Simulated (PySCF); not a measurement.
PySCF 2.14 output of an unrestricted PBE0 calculation on a single atom or ion in aug-cc-pVDZ-PP with ECP60MDF, with a scalar-relativistic core potential:

```
SCF conv_tol = 1e-09
number electrons alpha = 10  beta = 8
    C. Adamo and V. Barone.,  J. Chem. Phys. 110, 6158 (1999)
    M. Ernzerhof and G. E. Scuseria.,  J. Chem. Phys. 110, 5029 (1999)
cycle= 1 E= -119.343101544392  delta_E= -0.00823  |g|= 0.0156  |ddm|= 0.16
cycle= 2 E= -119.343176580206  delta_E= -7.5e-05  |g|= 0.0117  |ddm|= 0.0281
cycle= 3 E= -119.343225575332  delta_E= -4.9e-05  |g|= 0.00216  |ddm|= 0.00982
cycle= 4 E= -119.343227367163  delta_E= -1.79e-06  |g|= 4.26e-05  |ddm|= 0.00215
cycle= 5 E= -119.343227370094  delta_E= -2.93e-09  |g|= 5.82e-06  |ddm|= 0.000127
cycle= 6 E= -119.343227370116  delta_E= -2.19e-11  |g|= 4.79e-07  |ddm|= 8.06e-06
converged SCF energy = -119.343227370116  <S^2> = 2.0027897  2S+1 = 3.0018592
```

The run itself started from symmetry-adapted Hartree-Fock orbitals and held the occupation by maximum overlap, on a logarithmic radial grid, so the iterations belong to that start.

**Question.** Which element, charge and spin multiplicity is this?

**Answer.** Pt (platinum, neutral), multiplicity 3; the state was [Xe] 4f14 5d8 6s2, high-spin 3F determinant (an excited configuration).

Energies and moments cover only the electrons outside the core potential. Spin-orbit coupling, absent here, splits the open shell strongly.
